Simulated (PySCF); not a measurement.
Excitation energy of Mn by level of theory

Mn [Ar] 3d5 4s2 (6S) → Mn [Ar] 3d4 4s2 5s1 (6D), as a difference of total energies. Calculation: PySCF 2.14, in aug-cc-pwCVTZ-DK (10s9p7d4f3g, 127 functions); scalar relativity by spin-free X2C-1e. The calculations carry no spin-orbit coupling.

| method | excitation energy (eV) |
| --- | --- |
| LDA | 12.133 |
| PBE | 11.759 |
| PBE0 | 11.616 |
| r2SCAN | 11.941 |
| M06-L | 11.971 |
| wB97X-V | 11.545 |

The upper state lies above the first ionisation limit, where it may autoionise and the basis confines it. A Rydberg-like electron needs more diffuse functions than a valence basis has.

The promoted electron is Rydberg-like, and one or two diffuse shells describe it only roughly, which tends to raise the upper state.
